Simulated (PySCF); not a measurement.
## Electronic absorption of C5H12P2Se

Compound: C₅H₁₂P₂Se.
SMILES: `CP1(=[Se])CCPCC1`

Theory: PySCF 2.14.0, density-fitted response routines, TDDFT CAM-B3LYP/def2-SVPD, vertical, gas phase, core orbitals frozen in the response. Isolated species at its PBE0-D3(BJ)/def2-SVP geometry (one conformer only). The CAM-B3LYP/def2-SVPD calculation is non-relativistic and has no spin–orbit coupling, an omission that weighs most on selenium.

| state | E (eV) | λ (nm) | ν̃ (cm⁻¹) | f | \|μ\| (D) | symmetry | main configurations (H = HOMO, L = LUMO) |
| --- | --- | --- | --- | --- | --- | --- | --- |
| S1 | 5.13 | 241.6 | 41380 | 0.021 | 1.05 | A′ | H→L+1 (72%), H→L (12%) |
| S2 | 5.14 | 241.3 | 41440 | 0.014 | 0.84 | A″ | H-1→L+1 (72%), H-1→L (13%) |
| S3 | 5.69 | 217.9 | 45890 | 0.071 | 1.81 | A′ | H→L (73%) |
| S4 | 5.72 | 216.7 | 46140 | 0.052 | 1.55 | A″ | H-1→L (72%), H-1→L+1 (8%) |
| S5 | 5.96 | 208.1 | 48060 | 0.0008 | 0.19 | – | H-1→L+4 (68%) |
| S6 | 6.08 | 204.0 | 49020 | 0.0097 | 0.65 | A′ | H→L+4 (53%), H-1→L+7 (20%) |
| S7 | 6.15 | 201.6 | 49600 | 0.0012 | 0.23 | – | H→L+7 (64%), H→L+11 (14%) |
| S8 | 6.27 | 197.8 | 50560 | 0.0055 | 0.48 | A′ | H→L+2 (70%), H-2→L (11%) |
| S9 | 6.30 | 196.9 | 50790 | 0.0001 | 0.07 | – | H-1→L+2 (84%) |
| S10 | 6.36 | 195.0 | 51280 | 0.021 | 0.94 | A″ | H→L+3 (50%), H-2→L+3 (31%) |

Triplets, Tamm–Dancoff:

```
state  E (eV)  λ (nm)     main configurations (H = HOMO, L = LUMO)
   T1    4.61   269.2                    H-1→L+1 (67%), H-1→L (9%)
   T2    4.61   269.0                        H→L+1 (66%), H→L (9%)
   T3    5.26   235.8        H-2→L+2 (25%), H-2→L (23%), H→L (11%)
   T4    5.46   227.1  H-2→L+3 (57%), H-2→L+5 (16%), H-2→L+13 (9%)
```

The lowest singlet lies at 5.13 eV (242 nm, ultraviolet) and is weak; its leading configuration is HOMO→LUMO+1 (72%). The most intense listed level is S3 at 5.69 eV (218 nm, f = 0.071), 0.56 eV above S1. S1/S2 lie within about 0.01 eV of each other. Löwdin shares by element: HOMO (one of a set within 0.03 eV) selenium 74%, phosphorus 12% or more; LUMO carbon 18% or more, selenium 11%, phosphorus 8% or more (atoms not listed hold the other 63%). Orbital energies (eV): HOMO-3 -10.14, HOMO-2 -8.40, HOMO-1 -7.20, HOMO -7.18, LUMO 0.86, LUMO+1 1.35, LUMO+2 1.40. The listed states span 1.23 eV, and the widest gap between neighbours is 0.55 eV (S2 to S3). Weighted by f, the mean energy of these states is 5.71 eV. The vertical ionisation energy (ΔSCF) is 7.88 eV, 1.53 eV above S10. Symmetry labels in Cs follow from the direction of the transition dipole and are given only for states with f of 0.002 or more. Only the lowest 10 singlets were computed, as vertical energies without vibronic structure.

Hardware: one thread, Arm Neoverse V1 (aarch64), no GPU (shared host). Cost: 6.2 min wall (grids of density and orbitals included), 1.6 GiB resident at most.
